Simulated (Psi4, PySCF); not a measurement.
Here is a job for PySCF.
```python
from pyscf import gto, scf, dft

mol = gto.M(
    atom='''
Al   -0.019441    1.492968    0.934820
C     1.123836    3.095566    0.425308
H     2.159469    2.750496    0.398754
H     0.973624    3.878822    1.167635
H     0.800925    3.407578   -0.570384
C    -1.173631    1.696805    2.598952
H    -1.914877    0.895013    2.560719
H    -1.635027    2.683976    2.573834
H    -0.520263    1.590361    3.465953
O    -0.002792    0.118355    0.069619
Si    0.014973   -1.310420   -0.823883
O     1.188202   -2.209088   -0.198816
O     0.309704   -0.866595   -2.338903
O    -1.442908   -1.957397   -0.630167
H     1.012424   -2.895340    0.439551
H     1.176566   -0.951074   -2.727975
H    -2.128613   -1.858969   -1.285803
''',
    basis='sto-3g',
    charge=1,
    spin=1,
    verbose=4,
)

mf = dft.UKS(mol)
mf.xc = 'pbe0'
mf.grids.atom_grid = (99, 590)
mf.grids.prune = None
mf.kernel()
```

Problem. Write the same job for Psi4.

Solution. Several could match; the one computed here: 
```
memory 2 GB

molecule {
1 2
  Al   -0.01944120    1.49296815    0.93481994
  C     1.12383577    3.09556602    0.42530824
  H     2.15946912    2.75049573    0.39875371
  H     0.97362376    3.87882205    1.16763451
  H     0.80092462    3.40757839   -0.57038368
  C    -1.17363057    1.69680514    2.59895152
  H    -1.91487700    0.89501268    2.56071909
  H    -1.63502705    2.68397638    2.57383420
  H    -0.52026336    1.59036090    3.46595264
  O    -0.00279194    0.11835516    0.06961919
  Si    0.01497289   -1.31041999   -0.82388299
  O     1.18820243   -2.20908783   -0.19881595
  O     0.30970440   -0.86659517   -2.33890319
  O    -1.44290777   -1.95739670   -0.63016748
  H     1.01242399   -2.89533962    0.43955139
  H     1.17656559   -0.95107446   -2.72797487
  H    -2.12861261   -1.85896885   -1.28580334
}

set basis sto-3g
set reference uks
set scf_type pk
set puream true
set d_convergence 1e-8
set dft_radial_points 99
set dft_spherical_points 590

energy('pbe0')
print_variables()
```

Both were run: PySCF gave -902.335997 Eh and Psi4 -902.335997 Eh, 0.000 mEh apart.
